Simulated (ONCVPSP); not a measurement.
# Building the ONCV potential for Sb (Z = 51) (PBE, scalar-relativistic).

The input file (ONCVPSP 4.0.1):

```
# ATOM AND REFERENCE CONFIGURATION
# atsym  z   nc   nv     iexc    psfile
  Sb 51.00    8    3        4      upf
#
#   n    l    f
    1    0    2.00
    2    0    2.00
    2    1    6.00
    3    0    2.00
    3    1    6.00
    3    2   10.00
    4    0    2.00
    4    1    6.00
    4    2   10.00
    5    0    2.00
    5    1    2.00
#
# PSEUDOPOTENTIAL AND OPTIMIZATION
# lmax
    2
#
#   l,   rc,      ep,       ncon, nbas, qcut
    0    1.90    0.00    4    7    3.20
    1    1.90    0.00    3    7    4.70
    2    0.95    0.00    5    9   11.20
#
# LOCAL POTENTIAL
# lloc, lpopt,  rc(5),   dvloc0
    4    5    0.60    0.00
#
# VANDERBILT-KLEINMAN-BYLANDER PROJECTORs
# l, nproj, debl
    0    2    0.60
    1    3    3.70
    2    2    2.50
#
# MODEL CORE CHARGE
# icmod, fcfact, rcfact
    1    0.55    0.00
#
# LOG DERIVATIVE ANALYSIS
# epsh1, epsh2, depsh
   -3.00    5.00    0.02
#
# OUTPUT GRID
# rlmax, drl
    6.00    0.01
#
# TEST CONFIGURATIONS
# ncnf
    4
# nvcnf
#   n    l    f
    3
    4    2   10.00
    5    0    2.00
    5    1    3.00
#
    3
    4    2   10.00
    5    0    2.00
    5    1    1.00
#
    3
    4    2   10.00
    5    0    2.00
    5    1    0.00
#
    3
    4    2   10.00
    5    0    1.00
    5    1    0.00
#
```

Command:

```bash
oncvpsp.x < Sb.dat > Sb.out
```

The program printed (shortened: citation, most of the input echo, consistency checks and plot data are left out):

```
ONCVPSP  (Optimized Norm-Conservinng Vanderbilt PSeudopotential)
scalar-relativistic version 4.0.1

#   n    l    f        energy (Ha)
    1    0    2.00    -1.1140341E+03
    2    0    2.00    -1.6978975E+02
    2    1    6.00    -1.5245709E+02
    3    0    2.00    -3.3540524E+01
    3    1    6.00    -2.7890997E+01
    3    2   10.00    -1.9272180E+01
    4    0    2.00    -5.7829129E+00
    4    1    6.00    -4.0538774E+00
    4    2   10.00    -1.5437357E+00
    5    0    2.00    -7.5847059E-01
    5    1    2.00    -4.4074538E-01

Reference configufation results
  iterations    24
  all-electron total energy (Ha)   -6.48114516D+03

Begin loop to  construct optimized pseudo wave functions
and semi-local pseudopoentials for all angular momenta

WARNING wellstate: negative energy specified for n= 6 l=  0
WARNING scattering state with energy  0.25000000
WARNING will be used for the first projector

   Wellstate for l =  0  n =  6
     eigenvalue =   0.2500
     asymptotic potential =   0.7500
     half-point radius =  3.9130

Calculating optimized projector #   1

 for l=   0

    Fraction of norm inside rc  0.397992
    Optimizing pswf for qcut=   3.20 a_B^-1,  ecut=   5.13 Ha
    Residual kinetic energy error=  7.23D-03 Ha

    Energy error per electron        Cutoff
         Ha          eV             Ha
         0.01000     0.27211        4.85
         0.00100     0.02721       14.29
         0.00010     0.00272       29.32
         0.00001     0.00027       34.29

Calculating optimized projector #   2

 for l=   0

    Fraction of norm inside rc  0.148570
    Optimizing pswf for qcut=   3.20 a_B^-1,  ecut=   5.13 Ha
    Residual kinetic energy error=  8.21D-03 Ha

    Energy error per electron        Cutoff
         Ha          eV             Ha
         0.01000     0.27211        5.00
         0.00100     0.02721       14.21
         0.00010     0.00272       43.10
         0.00001     0.00027       51.05

   Wellstate for l =  1  n =  7
     eigenvalue =   3.2593
     asymptotic potential =   3.7593
     half-point radius =  3.1998

   Wellstate for l =  1  n =  8
     eigenvalue =   6.9593
     asymptotic potential =   7.4593
     half-point radius =  3.0321

Calculating optimized projector #   1

 for l=   1

    Fraction of norm inside rc  0.208489
    Optimizing pswf for qcut=   4.69 a_B^-1,  ecut=  11.02 Ha
    Residual kinetic energy error=  1.50D-05 Ha

    Energy error per electron        Cutoff
         Ha          eV             Ha
         0.01000     0.27211        3.68
         0.00100     0.02721        6.83
         0.00010     0.00272        8.94
         0.00001     0.00027       24.74

Calculating optimized projector #   2

 for l=   1

    Fraction of norm inside rc  0.102822
    Optimizing pswf for qcut=   4.69 a_B^-1,  ecut=  11.02 Ha
    Residual kinetic energy error=  2.49D-03 Ha

    Energy error per electron        Cutoff
         Ha          eV             Ha
         0.01000     0.27211        9.23
         0.00100     0.02721       27.68
         0.00010     0.00272       75.17

Calculating optimized projector #   3

 for l=   1

    Fraction of norm inside rc  0.092549
    Optimizing pswf for qcut=   4.69 a_B^-1,  ecut=  11.02 Ha
    Residual kinetic energy error=  9.22D-02 Ha

    Energy error per electron        Cutoff
         Ha          eV             Ha
         0.01000     0.27211       30.09
         0.00100     0.02721       77.38
         0.00010     0.00272      125.35

   Wellstate for l =  2  n =  5
     eigenvalue =   0.9563
     asymptotic potential =   1.4563
     half-point radius =  2.1364

Calculating optimized projector #   1

 for l=   2

    Fraction of norm inside rc  0.481551
    Optimizing pswf for qcut=  11.20 a_B^-1,  ecut=  62.69 Ha
    Residual kinetic energy error=  1.06D-04 Ha

    Energy error per electron        Cutoff
         Ha          eV             Ha
         0.01000     0.27211       40.01
         0.00100     0.02721       51.35
         0.00010     0.00272       63.32
         0.00001     0.00027      272.86

Calculating optimized projector #   2

 for l=   2

    Fraction of norm inside rc  0.080062
    Optimizing pswf for qcut=  11.20 a_B^-1,  ecut=  62.69 Ha
    Residual kinetic energy error=  3.73D-04 Ha

    Energy error per electron        Cutoff
         Ha          eV             Ha
         0.01000     0.27211       35.84
         0.00100     0.02721       51.97
         0.00010     0.00272      150.82
         0.00001     0.00027      387.97

Construct Vanderbilt / Kleinmman-Bylander projectors

B matrix Hermiticity error, ll=   0
   1   2    7.2764E-05

  Orthonormal projector coefficients  1.6553E+01  2.1616E+00

B matrix Hermiticity error, ll=   1
   1   2   -2.2813E-04
   1   3    3.2015E-04
   2   3    2.4554E-04

  Orthonormal projector coefficients  2.5464E+01  6.9598E+00  9.6435E-01

B matrix Hermiticity error, ll=   2
   1   2    4.6635E-04

  Orthonormal projector coefficients  1.5316E+01  6.3008E+00

Model core correction analysis
  based on d2Exc/dn_idn_j

d2excae - all-electron derivatives

   -2.365627D-02   -5.367621D-03   -2.329431D-03
   -6.229394D-03   -9.612691D-03   -4.401489D-03
   -3.099866D-03   -5.365127D-03   -2.574446D-03

d2excps - pseudofunction derivatives with no core correction

   -3.760106D-02   -6.619048D-03   -2.707528D-03
   -7.585233D-03   -1.074062D-02   -5.049619D-03
   -3.571278D-03   -6.130895D-03   -2.930863D-03

rms 2nd derivative error    4.721493E-03

Polynomial model core charge

d2excps - pseudofunction derivatives with core correction

   -2.425243D-02   -5.676278D-03   -2.418657D-03
   -6.538119D-03   -9.569819D-03   -4.528758D-03
   -3.189055D-03   -5.492887D-03   -2.636402D-03

rms 2nd derivative error    2.582219E-04

Pseudoatom total energy  -81.307431

Diagnostic tests using Vanderbilt-Kleinman-Bylander pseudopotentials
  1 or more projectors used as specified by nproj input data

   l    rcore       rmatch      e in        delta e   norm test  slope test

   0   1.9093633   1.9673357  -0.7584706  -0.0000118   0.9998699   0.9997668
   0   1.9093633   1.9673357   0.2500000   0.0000039   1.0001231   1.0001231

   1   1.9093633   1.9673357  -0.4407454  -0.0000190   0.9999382   1.0001707
   1   1.9093633   1.9673357   3.2592546  -0.0002147   1.0005210   1.0005210
   1   1.9093633   1.9673357   6.9592546   0.0017843   0.9999157   0.9999157

   2   0.9539438   0.9829076  -1.5437357   0.0000284   1.0002041   1.0002625
   2   0.9539438   0.9829076   0.9562643   0.0000615   1.0005438   1.0005438

 Testing for bound ghosts
   n   l    E NL Schr. Eq   E Basis Diag.   E Cutoff

       0                      -24.595734     51.22  WARNING - GHOST(-)
   1   0       -0.758482       -0.757044     51.22

       1                       -4.586699     82.31  WARNING - GHOST(-)
   2   1       -0.440764       -0.431116     82.31

   3   2       -1.543707       -1.533450    486.23

 Testing for highly-localized positive-energy ghosts
       l    <radius>/rc     E Basis Diag.   E Cutoff

       0        0.301760       -0.700128     51.22  WARNING - GHOST(+)

       1        0.892489        9.999157     82.31  WARNING - GHOST(+)

Test configuration 0

   n   l     f        eae           eps        diff
   1   0  2.0000-1114.03413789
   2   0  2.0000 -169.78975401
   2   1  6.0000 -152.45709383
   3   0  2.0000  -33.54052377
   3   1  6.0000  -27.89099726
   3   2 10.0000  -19.27218047
   4   0  2.0000   -5.78291286
   4   1  6.0000   -4.05387737
   4   2 10.0000   -1.54373569   -1.54370731    2.84D-05
   5   0  2.0000   -0.75847059   -0.75848236   -1.18D-05
   5   1  2.0000   -0.44074538   -0.44076442   -1.90D-05

    Total energies and differences
      AE_ref= -6.48114516D+03  AE_tst= -6.48114516D+03  dif=  0.00D+00
      PS_ref= -8.13074306D+01  PS_tst= -8.13074306D+01  dif=  1.14D-13
      PSP excitation error= -1.14D-13

Test configuration 1

   n   l     f        eae           eps        diff
   1   0  2.0000-1113.71769235
   2   0  2.0000 -169.47480926
   2   1  6.0000 -152.14197159
   3   0  2.0000  -33.22614957
   3   1  6.0000  -27.57660970
   3   2 10.0000  -18.95781436
   4   0  2.0000   -5.46955942
   4   1  6.0000   -3.74060781
   4   2 10.0000   -1.23138386   -1.23285708   -1.47D-03
   5   0  2.0000   -0.47152657   -0.47158003   -5.35D-05
   5   1  3.0000   -0.17742736   -0.17743269   -5.34D-06

    Total energies and differences
      AE_ref= -6.48114516D+03  AE_tst= -6.48145081D+03  dif= -3.06D-01
      PS_ref= -8.13074306D+01  PS_tst= -8.16131701D+01  dif= -3.06D-01
      PSP excitation error=  8.56D-05

Test configuration 2

   n   l     f        eae           eps        diff
   1   0  2.0000-1114.40503870
   2   0  2.0000 -170.15759820
   2   1  6.0000 -152.82527887
   3   0  2.0000  -33.90719696
   3   1  6.0000  -28.25769439
   3   2 10.0000  -19.63884373
   4   0  2.0000   -6.14729266
   4   1  6.0000   -4.41798677
   4   2 10.0000   -1.90576267   -1.90387029    1.89D-03
   5   0  2.0000   -1.08105357   -1.08093890    1.15D-04
   5   1  1.0000   -0.73798249   -0.73793886    4.36D-05

    Total energies and differences
      AE_ref= -6.48114516D+03  AE_tst= -6.48055833D+03  dif=  5.87D-01
      PS_ref= -8.13074306D+01  PS_tst= -8.07204369D+01  dif=  5.87D-01
      PSP excitation error= -1.65D-04

Test configuration 3

psatom: WARNING lschvkbb convergence error n,l,iter=   1   0  33
ea(ii),et,emin,emax -1.136768E+00 -1.151678E+00 -1.151678E+00 -1.151678E+00
run_config: WARNING for fully non-local PS atom, stg. 1
 WARNING no output for configuration 4

Test configuration 4

psatom: WARNING lschvkbb convergence error n,l,iter=   1   0  21
ea(ii),et,emin,emax -1.101406E+00 -1.124113E+00 -1.124113E+00 -1.124113E+00
run_config: WARNING for fully non-local PS atom, stg. 1
 WARNING no output for configuration 5
```

Note: ghosts flagged at negative energy: s at -669.3 eV, p at -124.8 eV, s at -19.1 eV; GHOST(+) flagged for p at 272.1 eV. A true bound ghost makes a file unfit for plane-wave use.

The run took about 5.8 s on one core of a shared server CPU.
